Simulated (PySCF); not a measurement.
UHF on Ru (ruthenium, neutral)

Configuration: [Kr] 4d7 5s1, high-spin 5F determinant. Computed with PySCF 2.14 in x2c-QZVPPall (13s8p7d4f2g, 118 functions), with scalar relativity by spin-free X2C-1e.

```
Total energy                        : -4528.042974 hartree
One-electron energy                 : -6247.0095 hartree
Hartree (Coulomb) energy            : 1851.5603 hartree
Exchange energy                     : -132.5938 hartree
⟨S²⟩                                : 6.0047
⟨L²⟩                                : 12.061
Sum of ⟨r⟩                          : 32.16 bohr
Sum of ⟨r²⟩                         : 52.90 bohr²
Langevin diamagnetic susceptibility : -41.9 ×10⁻⁶ cm³/mol
```

```csv
shell,electrons,mean orbital energy (hartree),spread (hartree),"rms radius, mean of both spins (bohr)"
1s α,1,-817.09701,0,0.0384
1s β,1,-817.09652,0,0.0384
2s α,1,-120.41784,0,0.158
2s β,1,-120.38986,0,0.158
2p α,3,-107.63854,0,0.140
2p β,3,-107.61236,0,0.140
3s α,1,-22.46579,0,0.428
3s β,1,-22.45004,0,0.428
3p α,3,-18.14697,0,0.432
3p β,3,-18.13040,0,0.432
3d α,5,-11.20224,0.00991,0.418
3d β,5,-11.16405,0.03609,0.418
4s α,1,-3.52292,0,1.09
4s β,1,-3.35431,0,1.09
4p α,3,-2.24910,0,1.22
4p β,3,-2.03575,0,1.22
4d α,5,-0.42136,0.03907,1.83
4d β,2,-0.33322,0,1.83
5s α,1,-0.23809,0,3.83
```

Densities and radii are taken from the X2C orbitals without a picture-change correction, which distorts them close to the nucleus.

Spin-orbit constants ζ (cm⁻¹) from the X2C one-electron operator on these orbitals: bare nucleus, nucleus screened by l(l+1)(2l+1)/3 electrons, and screened by the Breit-Pauli mean field of the electrons.

| shell | bare | screened nucleus | mean field |
| --- | --- | --- | --- |
| 2p | 709500 | 677200 | n/a |
| 3p | 122000 | 116400 | n/a |
| 3d | 17560 | 13570 | n/a |
| 4p | 16870 | 16100 | n/a |
| 4d | 1305 | 1009 | n/a |

To first order the Landé constant is A = -252.2 cm⁻¹, so the lowest level has J = 5 and lies 0.188 eV below the centre of the term. This holds in LS coupling only.
